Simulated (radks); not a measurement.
The numbers below are computed, except where a source is named.
Species: As II. Configuration: [Ar] 3d10 4s2 4p2 (the NIST ground configuration).

Code: a radial shooting solver on a logarithmic mesh with Libxc functionals. Model: scalar-relativistic Kohn-Sham, BLYP, spin-polarised, spherical densities, finite nucleus; open shells are filled with parallel spins first; Fermi nuclear charge, rms radius 4.0968 fm.

Energy parts (eV):
| part | energy |
|---|---|
| total | -61522.290 |
| kinetic | 62709.869 |
| electron-nucleus | -147979.438 |
| Hartree | 26027.652 |
| exchange-correlation | -2280.372 |

Orbitals (lengths in bohr, moments of r in powers of bohr; <r^-3> diverges for s and p1/2; r(max) is where P^2 peaks):
orbital	occ.	eigenvalue (eV)	<1/r>	r(max)	<r^-3>
1s up	1	-11732.00	33.47	0.02973	-
1s down	1	-11731.91	33.47	0.02973	-
2s up	1	-1496.599	7.368	0.1701	-
2s down	1	-1496.554	7.368	0.1701	-
2p up	3	-1313.796	7.222	0.1363	1107
2p down	3	-1313.712	7.222	0.1363	1107
3s up	1	-199.6005	2.385	0.5215	-
3s down	1	-199.4790	2.385	0.5215	-
3p up	3	-143.0906	2.232	0.5206	153.5
3p down	3	-142.9528	2.233	0.5207	153.6
3d up	5	-50.1911	1.906	0.4762	16.91
3d down	5	-49.9828	1.911	0.4761	16.98
4s up	1	-23.8728	0.7022	1.595	-
4s down	1	-22.3381	0.7058	1.580	-
4p up	2	-13.8179	0.5656	1.896	10.45
4p down	0	-12.3248	0.5566	1.894	10.21

The highest occupied level is 4p up at -13.818 eV. The electron density at the nucleus is 3.602e+04 e/bohr^3 (large components only). Summed over all electrons, <r^2> = 29.88 bohr^2, which gives a Langevin (diamagnetic) susceptibility term of -23.7 x 10^-6 cm^3/mol. The spin density at the nucleus is -0.5773 e/bohr^3 (1s -0.1610, 2s 0.0628, 3s 0.0426, 4s -0.5217).
